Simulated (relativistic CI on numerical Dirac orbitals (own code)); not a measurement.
Computed by Dirac-Coulomb-Breit CI, orbitals from a KLI potential per configuration, QED by a radiative potential, unscaled Slater integrals (own radial code, finite nucleus).

The strongest absorption lines from the ground level of an ion, among the configurations computed and to levels below about 273 eV (vacuum wavelength in nm, gf): 5.8355 (0.33), 6.0436 (0.15), 6.0494 (0.16), 6.2497 (0.78), 6.2702 (0.73), 6.2976 (0.25), 6.3620 (0.34), 6.3936 (0.25).

Which ion is it?
A. Sn27+
B. Cd23+
C. Te29+
D. Cd25+

D. Cd25+ has 23 electrons and the ground level 3s2 3p6 3d5 6S_5/2; the strongest line goes to 3s2 3p5 3d6 6P°_3/2. The pattern of lines fixes the number of electrons, and along that sequence the line energies rise steadily with the charge (about as its square where n changes within one kind of shell, about linearly where n is kept but much faster in heavy ions where fine structure, which grows about as Z⁴, sets the gap, and irregularly where shells cross), which fixes Z. Configurations outside the model, such as inner-shell arrays, can give stronger lines. At this charge energies of transitions that change n are usually good to better than 1 %, and those within a shell (Δn = 0) to a few per cent. Terms inside the open d or f shell come out 10 to 20 % too wide with unscaled integrals.

LS names give the leading component of a level, which can be under half, so a name can repeat, a term be missing and a line seem to break the LS rules.
